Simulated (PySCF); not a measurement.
A geometry optimisation on [Rh(H2O)6]3+ (`[OH2]->[Rh+3](<-[OH2])(<-[OH2])(<-[OH2])(<-[OH2])<-[OH2]`).

Method: PBE0-D3(BJ)/def2-SVP geometry optimisation, gas phase, def2 core potentials past Kr (PySCF 2.14.0). Start geometry: GFN2-xTB. The input is one job of a driver script: a line of settings, then coordinates in Å.

Input:
```
{"job": {"xc": "PBE0", "basis": "def2-SVP", "d3": "d3bj", "grid": 1, "maxiter": 30, "shake": 0.03, "kind": "geom"}, "charge": 3, "multiplicity": 1}
Rh     0.042580    -0.082750     0.022140
O     -0.072060     0.088050     2.032970
H     -0.260930     0.978750     2.392730
H      0.743310    -0.318250     2.552140
O     -0.151670    -0.196840    -2.061170
H      0.017450    -1.030980    -2.436480
H      0.146430     0.504130    -2.660970
O      2.081210    -0.012290     0.047560
H      2.497070     0.646820     0.660730
H      2.549700    -0.160630    -0.716230
O     -2.076940     0.049140     0.023730
H     -2.533290    -0.253730     0.789340
H     -2.588090    -0.216740    -0.836260
O     -0.176730     2.043230     0.052280
H     -1.045060     2.357770    -0.024510
H      0.435780     2.640760    -0.500610
O      0.077980    -2.014710     0.010250
H     -0.659700    -2.544530     0.463400
H      0.910190    -2.483760     0.273550
```

Output:
```
step   0  E = -567.13907756  max force = 0.083344
step   1  E = -567.16971258  max force = 0.017952
step   2  E = -567.17159591  max force = 0.007300
step   3  E = -567.17247992  max force = 0.003447
step   4  E = -567.17292593  max force = 0.002531
step   5  E = -567.17351833  max force = 0.002781
step   6  E = -567.17393742  max force = 0.002722
step   7  E = -567.17419198  max force = 0.001310
step   8  E = -567.17430290  max force = 0.000850
step   9  E = -567.17438869  max force = 0.000843
step  10  E = -567.17450413  max force = 0.000937
step  11  E = -567.17464852  max force = 0.001288
step  12  E = -567.17479617  max force = 0.001222
step  13  E = -567.17488989  max force = 0.000779
step  14  E = -567.17493838  max force = 0.000886
step  15  E = -567.17496593  max force = 0.000716
step  16  E = -567.17498211  max force = 0.000534
step  17  E = -567.17499820  max force = 0.000477
step  18  E = -567.17500806  max force = 0.000507
step  19  E = -567.17501117  max force = 0.000417
optimisation converged
```

Energies in Eh; «max force» is the largest Cartesian gradient component in Eh/bohr.

Q: How much energy does the optimisation release, in kJ/mol?

A: E(step 0) − E(last step) = 0.035934 Eh, which is 94.3 kJ/mol.

Q: Give the first gradient maximum in eV/Å.

A: With 1 Eh/bohr = 51.422 eV/Å, 4.286 eV/Å.

In short: final energy -567.17501 Eh after 19 steps.

The ion is multiply charged and computed in the gas phase, without counter-ions or solvent.

On one thread, Intel Xeon 6975P-C (x86_64), shared host, this took 4.8 min of wall time and 0.76 GiB of memory at its peak.
Labels such as C1 count atoms from 1, the log's own numbers from 0.
